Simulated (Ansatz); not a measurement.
Frontier orbitals of C3H9As (`CC[AsH]C`).

Total charge 0; spin multiplicity 1. Correlated methods include outer-core shells of As, which these sets cover unevenly. Scalar relativity is left out up to krypton. The geometry is a stationary point of PBE0-D4/def2-TZVP. It is one conformer, not always the lowest. Basis def2-TZVPP, Ansatz.

```csv
functional,HOMO (eV),LUMO (eV),gap (eV)
PBE,-5.62,-0.14,5.48
BLYP,-5.50,-0.10,5.40
B97M-V,-5.92,0.00,5.92
PBE0,-6.70,0.66,7.36
r2SCANh,-6.25,0.54,6.79
r2SCAN0,-6.86,0.93,7.79
LC-ωPBE,-9.30,2.76,12.06
ωB97X-V,-8.97,2.56,11.53
ωB97M-V,-8.87,2.25,11.12
HF,-9.16,3.38,12.54
```

From PBE to PBE0 the HOMO moves by −1.08 eV and the LUMO by +0.80 eV, and with ωB97M-V by −3.25 and +2.38 eV, so the gap grows from 5.48 to 11.11 eV with exact exchange. A positive LUMO is unbound and depends on the basis.

LC-ωPBE has ω = 0.4 bohr⁻¹.
